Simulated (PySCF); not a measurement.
## Boron: a sound run and one with changed settings

Sound run: B²⁺ [He] 2s1, B³⁺ 1s2. All numbers are calculated (PySCF 2.14, the non-relativistic Hamiltonian (point nucleus), in pcseg-2 (4s3p2d1f, 30 functions)). The sound run starts from symmetry-adapted Hartree-Fock orbitals and uses a fine grid where one is needed.

A second run was set up differently.

```csv
species,method,sound run (hartree),changed run (hartree),converged
B²⁺,UHF,-23.37246,-23.37246,yes
B²⁺,M06-2X,-23.43475,-23.43391,yes
B²⁺,LDA,-23.13213,-23.13213,yes
B³⁺,UHF,-21.98411,-21.98411,yes
B³⁺,M06-2X,-22.03306,-22.03301,yes
B³⁺,LDA,-21.74203,-21.74203,yes
```

Ionisation energy of B²⁺:

| method | sound run (eV) | changed run (eV) |
| --- | --- | --- |
| UHF | 37.779 | 37.779 |
| M06-2X | 38.142 | 38.121 |
| LDA | 37.827 | 37.827 |

(1) What was changed?
A. a valence shell is frozen
B. minimal basis
C. radial grid too coarse
D. too few SCF iterations

Results:

(1) C. It used radial step 0.3 in ln r (0.13 in the sound run). A coarse radial grid mis-integrates the density and the exchange-correlation energy, with errors of either sign; Hartree-Fock needs no grid.
